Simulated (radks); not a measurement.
Problem. Sn4+, 46 electrons, occupied as [Kr] 4d10. Method: scalar-relativistic Kohn-Sham, XLYP, spin-polarised, spherical densities, finite nucleus; Fermi nuclear charge, rms radius 4.6519 fm; computed with a radial shooting solver on a logarithmic mesh with Libxc functionals. Some entries of the table are withheld. Estimate them.

| orbital | occ. | eigenvalue (eV) | <r^2> (bohr^2) |
|---|---|---|---|
| 1s | 2 | -29062.93 | (1) |
| 2s | 2 | -4423.729 | (2) |
| 2p | 6 | (3) | 0.01466 |
| 3s | 2 | -887.8205 | 0.1317 |
| 3p | 6 | -741.5101 | (4) |
| 3d | 10 | -516.1327 | 0.1175 |
| 4s | 2 | -176.1857 | 0.7557 |
| 4p | 6 | -131.8868 | 0.8903 |
| 4d | 10 | -67.5647 | 1.351 |

Solution. 
(1) 1s <r^2> (bohr^2): 0.001143
(2) 2s <r^2> (bohr^2): 0.01857
(3) 2p eigenvalue (eV): -3976.008
(4) 3p <r^2> (bohr^2): 0.1324
